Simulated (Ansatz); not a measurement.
`C[S][GeH2][OH]` + HI → `[OH][GeH2][I]` + CH₃SH  (ligand exchange at a Ge–S bond)

Program: Ansatz. Geometries: PBE0-D4/def2-TZVP. ΔE: electronic, gas phase. CBS: MP2 limit from def2 TZ/QZ plus the TZ coupled-cluster correction, frozen cores. This one scheme is used for every species. Functionals use def2-TZVPP. Elements past krypton have def2 core potentials. For Ge, I outer-core shells are correlated without core-valence functions, which leaves a few kJ/mol of doubt a bond. Scalar relativity is left out up to krypton. One conformer a species, not always the lowest.

`C[S][GeH2][OH]`:

Z-matrix (Å, degrees):
```
C
S 1 1.815
H 1 1.090 2 111.6
H 1 1.090 2 111.3 3 -123.3
H 1 1.090 2 106.6 3 118.4
Ge 2 2.210 1 100.3 3 72.7
O 6 1.781 2 113.3 1 -84.7
H 6 1.529 2 108.7 1 160.3
H 6 1.543 2 107.4 1 35.8
H 7 0.960 6 113.1 2 56.7
```

HI:

```xyz
2

I    -0.612   -0.310   -0.422
H     0.612    0.310    0.422
```

`[OH][GeH2][I]`:

Z-matrix (Å, degrees):
```
Ge
I 1 2.517
O 1 1.769 2 109.6
H 1 1.528 2 109.4 3 -114.9
H 1 1.536 2 106.7 3 120.4
H 3 0.961 1 113.0 2 56.8
```

CH₃SH:

Z-matrix (Å, degrees):
```
C
S 1 1.806
H 1 1.089 2 111.5
H 1 1.089 2 111.5 3 -123.8
H 1 1.090 2 106.2 3 118.1
H 2 1.342 1 97.1 3 61.9
```

Task: Is it downhill or uphill in electronic energy at CCSD(T)/CBS, and by how much? (Estimate.)

Result: Computed: Downhill: ΔE = -9.2 kcal/mol.

Task: What do these levels give: PBE0-D4, ωB97M-V, PBE, HF/def2-TZVPP, SCS-MP2/def2-TZVPP, CCSD(T)/def2-TZVPP? (Best estimate.)

Result: The calculation gave: PBE0-D4 -9.5, ωB97M-V -9.4, PBE -9.4, HF/def2-TZVPP -12.3, SCS-MP2/def2-TZVPP -9.3, CCSD(T)/def2-TZVPP -8.3 kcal/mol.

Largest T1 diagnostic among the species: 0.011.

The D4 term adds +0.9 kcal/mol with B3LYP and +0.5 kcal/mol with PBE0; it sums over pairs of atoms, weighted by their polarisabilities, and B3LYP, whose exchange is more repulsive, gets the larger term. In def2-TZVPP, CCSD(T) changes the Hartree–Fock value by +4.0 kcal/mol (the triples alone add +0.5 kcal/mol) and MP2 by +3.1 kcal/mol.

B3LYP here is the variant with VWN-RPA as its local correlation; programs differ in this.
